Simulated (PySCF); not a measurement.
C2H10O3SSi2, SMILES C[SiH](C)S[Si](O)(O)O at its GFN2-xTB optimised geometry (Å):

```
18

Si    -1.1226     1.5646     2.0485
C      0.7452     1.5519     2.3923
C     -1.8329     3.3167     2.1804
S     -1.4852     0.9682     0.0000
Si    -0.5979    -0.9682     0.0000
O     -1.0558    -1.6605     1.3906
O      1.0247    -0.9682     0.0000
O     -1.0562    -1.7584    -1.3433
H     -1.8418     0.6326     2.9179
H      1.1691     0.5744     2.1828
H      0.9587     1.7959     3.4284
H      1.2634     2.2758     1.7676
H     -1.6934     3.7077     3.1827
H     -1.3500     3.9962     1.4850
H     -2.8954     3.3281     1.9619
H     -0.6543    -2.4863     1.6505
H      1.4852    -0.7092    -0.7934
H     -1.9519    -1.6776    -1.6584
```

Computed with PBE0/def2-SVP (PySCF 2.14.0).

Map of the electron localisation function on the plane z = 0.8 Å:

```
|==-...:*#%#=.                |
|==-.. .:-:.       .-=-.      |
|.:.              .=#%#=.     |
|                 :#@@@#-     |
|        ....     -#@@@%=.    |
|      ..::::.    :#@@@#=.    |
|    .:-=+++=-.   .=#%#+:     |
|  .:-=*#%%%*=:.   :-=-:.     |
| .-=+*%%@@@%*-.    ...       |
|.-=*#%%@@@@%*-.              |
|.=+#%%%%%@@%*-.              |
|.=*#%%%%%%%#+-.              |
|.=*##%%%###*=:               |
|.-+*#####**+=:               |
| .-++**++++=-:...:--:.       |
|  .:------=-:..:-+*#*+-.     |
|       ..:::...:=#%%%#+:     |
|       ..:-:...:+#%@%#*-.    |
|      .:=+*=::::=#%@@%*-.    |
|     .-+#%%%*=:.-*%%%#*-.    |
|    .-+#%@@@%*:..=#%%#+-     |
|    :+*%@@@@%+: .-+##*=:     |
|    :+*#%%%#*=.  .-++=:      |
|    :=+*##**=:.   .--:       |
|     :======-:.              |
|     .::::---:               |
|        ..:::.               |
|           ..                |
|                             |
```
Scale: ten equal steps from 0.000 (start of ' ') to 0.935 (end of '@'), in the order ' .:-=+*#%@'; x runs from -3.50 to 3.50, y from -3.50 (bottom) to 3.50 (top).
